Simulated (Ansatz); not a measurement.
How basis sets differ on CH4ClGa (SMILES [CH3][GaH][Cl])

The species is CH4ClGa (7 atoms), meant as a singlet with charge 0. SMILES: `[CH3][GaH][Cl]`. The coordinates come from a PBE0-D4/def2-TZVP relaxation.

```xyz
7

C    -0.7305    0.5883   -0.2007
Ga    0.8463   -0.5381    0.0357
Cl    0.8650   -1.7948    1.7928
H    -0.4359    1.6372   -0.2838
H    -1.4183    0.4736    0.6363
H    -1.2459    0.3187   -1.1260
H     2.1193   -0.6848   -0.8543
```

Each level gives the dipole moment (D). The values are calculated.

```csv
level,kind,program,value (D),CPU time
HF/STO-3G,Hartree–Fock,Ansatz,2.87,0.75 s
HF/3-21G,Hartree–Fock,Ansatz,3.68,0.99 s
HF/def2-SVP,Hartree–Fock,Ansatz,2.63,3.5 s
HF/def2-TZVP,Hartree–Fock,Ansatz,2.69,9.7 s
```

All-electron rows without a relativistic Hamiltonian named are non-relativistic. The values span 2.63 to 3.68 D. Sets without polarisation functions give poor dipoles. CPU times are rough (shared hosts, several kinds of processor): they show what a rung costs within a factor of a few.
